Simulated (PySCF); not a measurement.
Cards and structures have been mixed up. Pair them.

Structures:
1. `C#CC1(CS)CC1`
2. `C#CC#C[C@H](C)C(C)=O`
3. `C=C/C(F)=C(\Cl)CF`
4. `[SiH3]NC`
5. `C=C1CO[Si@@]1(C)Cl`

Card P (geometry GFN2-xTB):
* Rotational constants A, B, C: 3.122, 0.816, 0.696 GHz
* Static isotropic polarisability (PBE0/def2-SVPD): 103.1 au
* 13C chemical shifts (computed TMS as zero) by class (GIAO PBE0/pcSseg-1): 207.5 (1 C), 81.4 (1 C), 77.5 (1 C), 74.3 (1 C), 73.5 (1 C), 41.0 (1 C), 30.8 (1 C), 17.8 (1 C) ppm
* Lowest triplet excitation (Tamm–Dancoff) (TDA PBE0/def2-SVPD): 3.68 eV
* Strongest line among the 8 lowest singlet transitions (TDDFT PBE0/def2-SVPD): S8 at 6.34 eV (195 nm, f = 0.318)
* Dipole moment (PBE0/def2-SVPD): 2.26 D

Card Q (geometry GFN2-xTB):
- Rotational constants A, B, C: 2.409, 1.362, 1.275 GHz
- Static isotropic polarisability (wB97X-D/def2-SVPD): 86.2 au
- Lowest triplet excitation (Tamm–Dancoff) (TDA wB97X-D/def2-SVPD): 4.25 eV
- Lowest singlet excitation (TDDFT wB97X-D/def2-SVPD): 6.16 eV (201 nm, f = 0.004)
- HOMO energy (wB97X-D/def2-SVPD): -9.65 eV
- Point group: C1

Card R (geometry GFN2-xTB):
- Rotational constants A, B, C: 2.481, 1.168, 0.831 GHz
- Static isotropic polarisability (PBE0/def2-SVPD): 83.2 au
- Lowest triplet excitation (Tamm–Dancoff) (TDA PBE0/def2-SVPD): 2.88 eV
- 13C chemical shifts (computed TMS as zero) by class (GIAO PBE0/pcSseg-1): 166.5 (1 C), 131.9 (1 C), 129.3 (1 C), 129.0 (1 C), 81.7 (1 C) ppm
- Point group: C1

Card S (geometry GFN2-xTB):
* Rotational constants A, B, C: 2.887, 1.758, 1.276 GHz
* Static isotropic polarisability (PBE0/def2-SVPD): 87.8 au
* 13C chemical shifts (computed TMS as zero) by class (GIAO PBE0/pcSseg-1): 92.0 (1 C), 73.2 (1 C), 41.7 (1 C), 18.8 (2 C), 18.2 (1 C) ppm
* Lowest triplet excitation (Tamm–Dancoff) (TDA PBE0/def2-SVPD): 5.12 eV
* Lowest singlet excitation (TDDFT PBE0/def2-SVPD): 5.60 eV (222 nm, f = 0.003)
* Strongest line among the 6 lowest singlet transitions (TDDFT PBE0/def2-SVPD): S2 at 6.11 eV (203 nm, f = 0.031)
* Point group: C1

Card T (geometry GFN2-xTB):
* Rotational constants A, B, C: 30.206, 5.268, 4.882 GHz
* Static isotropic polarisability (PBE0/def2-SVPD): 49.4 au
* Strongest line among the 8 lowest singlet transitions (TDDFT PBE0/def2-SVPD): S7 at 8.47 eV (146 nm, f = 0.098)
* Isotropic shieldings of nuclei other than C and H, by class (GIAO PBE0/pcSseg-1): 261 (1 N), 404 (1 Si) ppm
* HOMO energy (PBE0/def2-SVPD): -6.73 eV
* Dipole moment (PBE0/def2-SVPD): 1.05 D

All species are isolated and taken at one optimised geometry, non-relativistic unless stated; the electronic structure was computed with PySCF and density fitting. NMR classes are plain means over equivalent atoms (diastereotopic ones count apart unless rotation or inversion swaps them), as if these changed places fast.

Q: Which card belongs to which structure?

A: P = 2, Q = 5, R = 3, S = 1, T = 4. What ties each card to its structure:
- 1 (card S), C6H8S, monoisotopic mass 112.0 u, 7 heavy atoms: 6 C in 5 classes; the least shielded carbon (92.0 ppm) is an alkyne carbon; an asymmetric top with C = 1.276 GHz; polarisability 87.8 au for 60 electrons.
- 2 (card P), C8H8O, monoisotopic mass 120.1 u, 9 heavy atoms: 8 C in 8 classes; the least shielded carbon (207.5 ppm) is a ketone carbonyl carbon; an asymmetric top with C = 0.696 GHz, the lowest such constant on the cards; polarisability 103.1 au for 64 electrons; dipole 2.26 D.
- 3 (card R), C5H5ClF2, monoisotopic mass 138.0 u, 8 heavy atoms: 5 C in 5 classes; the least shielded carbon (166.5 ppm) is a vinylic C–F carbon; an asymmetric top with C = 0.831 GHz; polarisability 83.2 au for 70 electrons.
- 4 (card T), CH7NSi, monoisotopic mass 61.0 u, 3 heavy atoms: an asymmetric top with C = 4.882 GHz, the highest such constant on the cards; polarisability 49.4 au for 34 electrons; dipole 1.05 D.
- 5 (card Q), C4H7ClOSi, monoisotopic mass 134.0 u, 7 heavy atoms: an asymmetric top with C = 1.275 GHz; polarisability 86.2 au for 70 electrons.
